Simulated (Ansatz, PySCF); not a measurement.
H10Si4, charge +1, doublet, at a GFN2-xTB geometry (a state made from the parent by changing its charge; the spin is typed, not shown lowest). Base run: CCSD(T)/STO-3G in PySCF.

PySCF was given this input:
```python
from pyscf import gto, scf, cc

mol = gto.Mole()
mol.atom = '''
    Si    0.197941    2.032596   -0.870970
    Si   -0.101204    0.036891    0.559683
    Si    2.047711   -0.954613   -0.073907
    Si   -2.161009   -1.118910    0.436377
    H     1.455592    2.698511   -0.558155
    H     0.144703    1.512389   -2.231995
    H    -0.974498    2.817727   -0.508898
    H     0.121769    0.520420    1.935602
    H     3.152074   -0.063334    0.263217
    H     1.952334   -1.205445   -1.508666
    H     2.055886   -2.183609    0.710762
    H    -2.100095   -2.294645    1.303517
    H    -3.243137   -0.221017    0.838840
    H    -2.332760   -1.524494   -0.960794
'''
mol.basis = 'sto-3g'
mol.charge = 1
mol.spin = 1
mol.verbose = 4
mol.build()

mf = scf.UHF(mol)
mf.kernel()

mycc = cc.CCSD(mf)
mycc.kernel()
et = mycc.ccsd_t()
print('E(CCSD(T)) = %.10f' % (mycc.e_tot + et))
```

The same geometry, method and basis name were run in Ansatz (an electronic-structure program) and PySCF, at each program's defaults and at the settings that a row names. The base is PySCF at its defaults. Differences at the defaults can come from grids, fitting, cores and function types together.

```csv
code and settings,ΔE vs base (mEh),basis functions,E (Eh),SCF cycles
"PySCF, defaults (exact integrals, spherical functions, all electrons correlated)",0.000,46,-1148.26844,13
"Ansatz, defaults (factorised integrals, spherical functions, frozen core)",12.868,46,-1148.25557,-
"PySCF, frozen core",12.845,46,-1148.25560,13
"Ansatz, high accuracy, frozen core",12.845,46,-1148.25560,-
```

Open shells are given as the SCF converged; they aren't shown to be the lowest states, and a large step between rows can be another state.
